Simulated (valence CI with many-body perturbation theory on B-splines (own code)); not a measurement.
**Forbidden lines of Sn XXVIII**

Level of theory: valence CI with perturbative core correlation (CI+MBPT): five valence electrons over a frozen Dirac-Fock core [Ar], radial functions for each j: 7 s, 7 p, 8 d, 6 f, 4 g, 1 h, with the one-electron correlation potential Σ1, the two-electron term Σ2, the three-electron term Σ3, Breit, model QED; selected CI, second order for the rest (own B-spline code, finite nucleus).

No measured spectrum was set against this ion. As an estimate, large intervals hold to a few tenths of a per cent, small ones and those within an open d or f shell to about a per cent. Core correlation moves these levels by up to 12000 cm⁻¹, and in measured spectra 5 to 20 % of such shifts remained as error; rates that hang on mixing are uncertain with them. Only levels of the ground parity were solved; by the run's estimate the other parity begins above the list, which can be wrong where configurations are misplaced.

Lines 51 to 100 of 120 in falling wavelength, among levels below 67.048 eV, chosen from the decays that carry over 1 % of a level's rate. Wavelengths and rates use the calculated energies. Weak lines are less certain than strong ones. Lines between different terms over intervals too small for the method are left out, as are lines whose strength nearly cancels.

Names give the largest LS component (configuration and term), which can be under half, so a name can repeat, a term be missing and a line seem to break the LS rules; names also repeat where a configuration has a term twice. Letters in brackets count levels of one name in rising energy.

```
λ vac (Å)           Upper           Lower  Type   A (s⁻¹)  Branch %
     1219      3d⁵ ²H_9/2      3d⁵ ⁴D_7/2    M1  8.76e+02       4.8
     1208      3d⁵ ⁴F_5/2  3d⁵ ²D_5/2 [a]    M1  5.70e+03      24.0
     1172  3d⁵ ⁴G_5/2 [a]      3d⁵ ⁶S_5/2    M1  7.32e+03     100.0
     1153  3d⁵ ²G_9/2 [a]     3d⁵ ⁴G_11/2    M1  1.99e+03      40.5
     1131      3d⁵ ²S_1/2      3d⁵ ⁴F_3/2    M1  1.27e+03       6.2
     1098     3d⁵ ²I_13/2     3d⁵ ⁴G_11/2    M1  8.87e+02      92.7
     1095      3d⁵ ⁴F_3/2      3d⁵ ⁴P_3/2    M1  1.12e+04      46.8
     1079  3d⁵ ²G_9/2 [a]      3d⁵ ⁴G_7/2    M1  2.35e+03      47.7
     1062  3d⁵ ²F_5/2 [a]  3d⁵ ⁴G_5/2 [b]    M1  1.23e+04      66.0
     1030      3d⁵ ⁴F_7/2  3d⁵ ²G_9/2 [a]    M1  7.30e+03      34.8
     1015      3d⁵ ²S_1/2      3d⁵ ⁴D_3/2    M1  9.95e+02       4.9
     1012     3d⁵ ²H_11/2     3d⁵ ²I_13/2    M1  3.49e+03      13.4
     1004  3d⁵ ²D_5/2 [a]  3d⁵ ⁴G_5/2 [a]    M1  4.66e+03      34.6
    971.1  3d⁵ ²F_5/2 [b]  3d⁵ ²D_5/2 [a]    M1  4.90e+03      18.4
    969.9  3d⁵ ²G_9/2 [b]  3d⁵ ²G_9/2 [a]    M1  2.59e+02       2.4
    969.9     3d⁵ ²H_11/2  3d⁵ ²G_9/2 [a]    M1  2.86e+03      11.0
    961.5  3d⁵ ²D_3/2 [a]  3d⁵ ²D_5/2 [a]    M1  3.10e+03      33.8
    943.9  3d⁵ ²F_5/2 [a]      3d⁵ ⁴P_3/2    M1  1.28e+03       6.9
    912.6  3d⁵ ²F_5/2 [b]      3d⁵ ⁴D_7/2    M1  5.47e+03      20.5
    909.1  3d⁵ ²F_5/2 [a]      3d⁵ ⁴G_7/2    M1  2.33e+03      12.5
    901.8  3d⁵ ²F_7/2 [b]  3d⁵ ²D_5/2 [a]    M1  2.24e+03      12.6
    899.2      3d⁵ ⁴F_7/2  3d⁵ ²F_7/2 [a]    M1  4.42e+03      21.0
    853.2      3d⁵ ²H_9/2      3d⁵ ⁴G_9/2    M1  9.26e+03      50.7
    851.1  3d⁵ ²F_7/2 [b]      3d⁵ ⁴D_7/2    M1  6.14e+03      34.4
    838.8  3d⁵ ²G_9/2 [b]     3d⁵ ²I_11/2    M1  1.90e+03      17.6
    838.7     3d⁵ ²H_11/2     3d⁵ ²I_11/2    M1  1.46e+04      56.0
    837.4  3d⁵ ²F_7/2 [a]  3d⁵ ⁴G_5/2 [a]    M1  5.39e+02      13.1
    795.7      3d⁵ ⁴F_5/2  3d⁵ ⁴G_5/2 [b]    M1  3.92e+03      16.5
    792.5      3d⁵ ⁴G_7/2      3d⁵ ⁶S_5/2    M1  1.10e+03      46.6
    783.9  3d⁵ ²D_3/2 [b]      3d⁵ ⁴F_3/2    M1  6.76e+03      18.8
    780.8  3d⁵ ²G_7/2 [a]      3d⁵ ⁴G_9/2    M1  2.32e+03      50.0
    780.2      3d⁵ ²H_9/2     3d⁵ ⁴G_11/2    M1  3.67e+03      20.1
    774.0  3d⁵ ²G_7/2 [a]  3d⁵ ⁴G_5/2 [b]    M1  1.24e+02       2.7
    767.8      3d⁵ ⁴P_3/2      3d⁵ ⁶S_5/2    M1  1.36e+04      93.4
    745.5      3d⁵ ²H_9/2      3d⁵ ⁴G_7/2    M1  3.34e+03      18.3
    735.4  3d⁵ ²D_3/2 [a]      3d⁵ ⁴P_1/2    M1  5.62e+02       6.1
    733.9      3d⁵ ⁴F_3/2  3d⁵ ⁴G_5/2 [a]    M1  8.26e+03      34.5
    727.7      3d⁵ ⁴F_5/2      3d⁵ ⁴P_3/2    M1  6.45e+02       2.7
    726.5      3d⁵ ⁴F_7/2      3d⁵ ⁴D_7/2    M1  2.38e+03      11.3
    719.2  3d⁵ ²D_3/2 [b]      3d⁵ ⁴D_1/2    M1  1.35e+04      37.6
    706.8      3d⁵ ⁴F_5/2      3d⁵ ⁴G_7/2    M1  4.90e+03      20.6
    704.3  3d⁵ ⁴G_5/2 [b]      3d⁵ ⁶S_5/2    M1  3.64e+03      38.7
    696.1  3d⁵ ²G_9/2 [b]      3d⁵ ⁴D_7/2    M1  4.10e+03      37.9
    689.6  3d⁵ ²G_7/2 [a]      3d⁵ ⁴G_7/2    M1  7.07e+01       1.5
    685.4  3d⁵ ²F_5/2 [b]  3d⁵ ⁴G_5/2 [b]    M1  7.06e+03      26.5
    662.8  3d⁵ ²F_5/2 [a]  3d⁵ ⁴G_5/2 [a]    M1  1.07e+03       5.8
    655.0  3d⁵ ²F_7/2 [b]      3d⁵ ⁴G_9/2    M1  6.85e+03      38.3
    650.1  3d⁵ ²F_7/2 [b]  3d⁵ ⁴G_5/2 [b]    M1  5.11e+02       2.9
    636.8      3d⁵ ²S_1/2      3d⁵ ⁴P_1/2    M1  4.08e+03      20.0
    634.3  3d⁵ ²F_5/2 [b]      3d⁵ ⁴P_3/2    M1  1.63e+03       6.1
```
